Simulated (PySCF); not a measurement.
Telling isomers of C2H8O3Si3 apart by NMR

Theoretical values (PySCF): NMR shieldings at PBE0/pcSseg-1/GIAO, geometry: GFN2-xTB. One conformer, averaged over atoms made equivalent by symmetry, fast rotation or ring inversion, non-relativistic, isolated molecule.

δ = σ(ref) − σ, references computed at the same level: TMS for 1H and 13C. Where no couplings were computed, multiplicities follow the n + 1 count of equivalent neighbours, and m marks all less simple cases (inequivalent or close neighbours, rings, F or P nearby). Shifts are as computed. Against solution values, carbons near 30 ppm lie about +3 ppm off and those near 130 ppm about +5 ppm. Of 1211 compounds with measured shifts, 218 miss one by over three times the rms of a fit or turn the order of signals round; such compounds aren't used in these exercises. OH and NH positions are gas-phase values without hydrogen bonding to other molecules.

(1) Tabulate the signals of `[SiH3]OC1=CO[SiH2][SiH2]O1`, `C#C[SiH2]O[Si@H](O)O[SiH3]` and their relative energies.

(2) What is the quickest way to tell [SiH3]OC1=CO[SiH2][SiH2]O1 from C#C[SiH2]O[Si@H](O)O[SiH3]?

Results:

(1) 
```json
{"SMILES": "[SiH3]OC1=CO[SiH2][SiH2]O1", "carbon types": "1×C 1×CH", "δC": "149.7, 112.0", "δH": "5.95 (s, 1H), 5.61 (m, 2H), 5.41 (m, 2H), 4.82 (s, 3H)", "E rel. (kcal/mol)": "64.8"}
{"SMILES": "C#C[SiH2]O[Si@H](O)O[SiH3]", "carbon types": "1×C 1×CH", "δC": "104.9, 90.8", "δH": "5.26 (s, 3H), 5.26 (m, 1H), 5.20 (m, 1H), 4.12 (s, 1H), 2.25 (br s, 1H), 2.08 (m, 1H)", "E rel. (kcal/mol)": "0.0"}
```

Energies are electronic energies at PBE0/pcSseg-1 on these geometries, without zero-point or thermal terms, each for the one conformer computed, which needn't be the lowest.

(2) Both give the same number of carbon signals, with the same numbers of each carbon type, so the positions decide. The first has an alkene carbon bearing oxygen (C) at 149.7 ppm, the second an alkyne carbon (C) at 90.8 ppm. Their most deshielded carbons lie at 149.7 and 104.9 ppm. In the proton spectra the most deshielded non-exchanging signals are 5.95 (s, 1H) and 5.26 (s, 3H).
